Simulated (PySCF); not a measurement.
Simulation results for CH5AlNSi, BH6NSi2

All values are calculated (PySCF 2.14.0). Calculation on a computer-drawn molecule: the log of a Hartree-Fock and frozen-core CCSD(T) single point meant for a local Hartree-Fock minimum, with one planted fault or none, to be diagnosed. Offsets are logged minus clean, where the clean run is the same molecule without the fault. The reference is restricted for singlets and unrestricted otherwise, and also for a bond in bohr or an excited solution. Adding or removing an electron swaps singlet and doublet. The excited solution moves the top pair (singlet) or top alpha electron (doublet) to the lowest empty orbital. Highest occupied and lowest empty are orbital energies over both spins, largest force is the largest gradient component, triples share is (T) over the correlation energy, the T1 limit is 0.02 restricted and 0.045 unrestricted, electrons count all cores, a negative frequency is imaginary (commonest isotopes), and the dipole is about the centre of nuclear charge.

Common to all runs: meant charge 0; meant basis cc-pV(D+d)Z; logged SCF converged yes; logged CC converged yes; logged SCF stable within its kind yes; possible faults no fault, one electron removed, one electron added, multiplicity raised by two, geometry at a saddle point, SCF held on an excited solution, minimal basis STO-3G, one bond length entered in bohr, all coordinates scaled.

(1) 
```xyz
9
formula=CH5AlNSi meant_multiplicity=2 logged_electrons=45 logged_basis_functions=99 logged_spin_squared=0.7547 logged_highest_occupied=-7.845 logged_lowest_empty=0.96035 logged_largest_force=2.325e-05 logged_lowest_frequency=81.978 logged_T1_diagnostic=0.016547 logged_D1_diagnostic=0.04651 logged_triples_share=0.032456 logged_dipole_magnitude=2.027 logged_energy_HF=-626.06001 logged_energy_CCSD(T)=-626.56764 planted_fault=no_fault HF_energy_offset_from_clean_run=0 CCSD(T)_energy_offset_from_clean_run=0
C     -3.4416    -0.5920     1.2769
Si    -2.0203    -1.0545     0.4948
N     -0.4509    -0.4252     0.7241
Al     1.1371    -0.8205    -0.0335
H     -4.3776    -1.0812     1.0309
H     -3.4984     0.1827     2.0331
H     -1.9893    -2.1123    -0.5268
H     -0.4195     0.3071     1.4192
H      2.3709     0.0340     0.4919
```

Units: logged_highest_occupied, logged_lowest_empty in eV; logged_largest_force in hartree/bohr; logged_lowest_frequency in cm⁻¹; logged_dipole_magnitude in debye; logged_energy_HF, logged_energy_CCSD(T) in hartree; HF_energy_offset_from_clean_run, CCSD(T)_energy_offset_from_clean_run in kcal/mol.

Drawn bonds:
| atom | other atom | order |
| --- | --- | --- |
| 1 | 2 | 2 |
| 2 | 3 | 1 |
| 3 | 4 | 1 |
| 1 | 5 | 1 |
| 1 | 6 | 1 |
| 2 | 7 | 1 |
| 3 | 8 | 1 |
| 4 | 9 | 1 |

(2) 
```xyz
10
formula=BH6NSi2 meant_multiplicity=1 logged_electrons=47 logged_basis_functions=104 logged_spin_squared=0.768 logged_highest_occupied=1.8149 logged_lowest_empty=8.2485 logged_largest_force=0.078121 logged_T1_diagnostic=0.020022 logged_D1_diagnostic=0.086592 logged_triples_share=0.033418 logged_dipole_magnitude=1.4611 logged_energy_HF=-660.41808 logged_energy_CCSD(T)=-660.95365 planted_fault=one_electron_added HF_energy_offset_from_clean_run=57.17 CCSD(T)_energy_offset_from_clean_run=47.42
N     -0.7398    -1.4212     2.4320
B     -0.9824    -0.2829     2.0376
Si    -1.3514     1.5690     1.3582
Si    -0.1870     1.9594    -0.6657
H     -0.5505    -2.3329     2.7550
H     -2.8104     1.7146     1.1406
H     -0.9244     2.5473     2.3867
H     -0.4593     3.3358    -1.1449
H     -0.6289     0.9930    -1.6985
H      1.2707     1.8038    -0.4495
```

Units: logged_highest_occupied, logged_lowest_empty in eV; logged_largest_force in hartree/bohr; logged_dipole_magnitude in debye; logged_energy_HF, logged_energy_CCSD(T) in hartree; HF_energy_offset_from_clean_run, CCSD(T)_energy_offset_from_clean_run in kcal/mol.

Drawn bonds:
| atom | other atom | order |
| --- | --- | --- |
| 1 | 2 | 2 |
| 2 | 3 | 1 |
| 3 | 4 | 1 |
| 1 | 5 | 1 |
| 3 | 6 | 1 |
| 3 | 7 | 1 |
| 4 | 8 | 1 |
| 4 | 9 | 1 |
| 4 | 10 | 1 |

Notes: highest electron not bound in this basis.
